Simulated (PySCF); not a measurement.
Work out the structure from these simulated measurements.

Formula: C4H12SSi4.

| Property | Result |
| --- | --- |
| Rotational structure | rotational constants A, B, C: 0.849, 0.514, 0.473 GHz [GFN2-xTB] |
| 13C NMR | chemical shifts (computed TMS as zero) by class: 143.4 (1 C), 141.5 (1 C), 140.6 (1 C), 131.9 (1 C) ppm [GIAO PBE0/pcSseg-1] |
| Dipole | 1.09 D [PBE0/pcSseg-1] |
| 1H NMR | chemical shifts (computed TMS as zero) by class: 7.64 (1 H), 7.19 (1 H), 7.19 (1 H), 3.72 (9 H) ppm [GIAO PBE0/pcSseg-1] |
| NMR, other nuclei | isotropic shieldings of nuclei other than C and H, by class: 445 (1 Si), 457 (3 Si), 233 (1 S) ppm [GIAO PBE0/pcSseg-1] |

Gas-phase values; electronic properties from PySCF, density fitting. Levels stand in brackets. Isolated species at its GFN2-xTB geometry, gas phase. Each NMR value is the plain mean over a class of atoms that symmetry, rotation or inversion makes alike.

Task: What is the compound? Reason from the data.

Result: Numbering: `[SiH3:1][Si:2]([SiH3:3])([SiH3:4])[c:5]1[cH:6][cH:7][cH:8][s:9]1`. Its formula, C4H12SSi4, gives 3 degrees of unsaturation: 1 ring and 2 π bonds in the structure found (Kekulé form). 4 carbons fall into 4 classes; from least to most shielded: aromatic CH next to a ring sulfur [C8] (143.4 ppm), substituted aromatic carbon [C5] (141.5 ppm), aromatic CH carbon [C6] (140.6 ppm), aromatic CH carbon [C7] (131.9 ppm). Hydrogen classes from least to most shielded: 1 H on an aromatic CH next to a ring sulfur, C8 (7.64 ppm), 1 H on an aromatic CH carbon, C7 (7.19 ppm), 1 H on an aromatic CH carbon, C6 (7.19 ppm), 9 H on 3 SiH3 silicons, Si1/Si3/Si4 (3.72 ppm). The other shieldings belong to: 445 ppm, four-coordinate silicon [Si2]; 457 ppm, SiH3 silicon [Si1/Si3/Si4]; 233 ppm, thiophene-type sulfur [S9]. The optimised geometry has point group Cs and is an asymmetric top. Structure: `[SiH3][Si]([SiH3])(c1cccs1)[SiH3]`. The assignments are read from this structure; whether some other isomer fits the data as well wasn't checked.

The values belong to the conformer `[SiH3:1][Si:2]([SiH3:3])([SiH3:4])[c:5]1[cH:6][cH:7][cH:8][s:9]1`: Si1–Si2–C5–C6 -120°.
